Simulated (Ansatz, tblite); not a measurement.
Removing an electron: NbF₄. Total charge 0; doublet. Geometry: PBE0-D4/def2-SVP. Ansatz, gas phase; energy differences of separate SCF runs; the oxidised species is a singlet (the triplet lies 5.50 eV higher at PBE0-D4/def2-TZVP).

```
atom   x (Å)   y (Å)   z (Å)
 Nb1   0.000   0.000   0.000
  F2  -0.562   1.483  -0.964
  F3   0.318   0.803   1.643
  F4   1.520  -1.058  -0.125
  F5  -1.277  -1.228  -0.554
```

In the def2 sets Nb takes a core potential; there is no spin–orbit coupling. The xTB rows come from tblite. No other spin state of charge 0 was run.

Q: Estimate orbital energies and vertical ionisation energies at: GFN1-xTB; GFN2-xTB; LDA (SPW92)/def2-TZVP; PBE-D4/def2-TZVP; PBE0-D4/def2-TZVP.

A: 
```csv
level,−HOMO (eV),vertical IE (eV),−LUMO (eV),HOMO–LUMO gap (eV)
GFN1-xTB,–,13.69,–,–
GFN2-xTB,–,16.07,–,–
LDA (SPW92)/def2-TZVP,4.94,8.67,3.87,1.07
PBE-D4/def2-TZVP,4.87,8.52,3.49,1.38
PBE0-D4/def2-TZVP,6.62,9.13,2.61,4.01
```

Relaxing the oxidised species (PBE0-D4/def2-SVP) changes its energy by -0.94 eV at PBE0-D4/def2-TZVP, so the adiabatic ionisation energy to this nearest minimum is 8.19 eV. At PBE-D4/def2-TZVP it is 7.82 eV.    HOMO and LUMO are the levels of the spin that leaves or enters (xTB has no such levels and no spin-polarisation term). Other spin states of the ions may lie lower, which would lower the ionisation energy or raise the affinity. Raw xTB energy differences between charge states are shifted by several eV; the methods need an empirical correction for them.
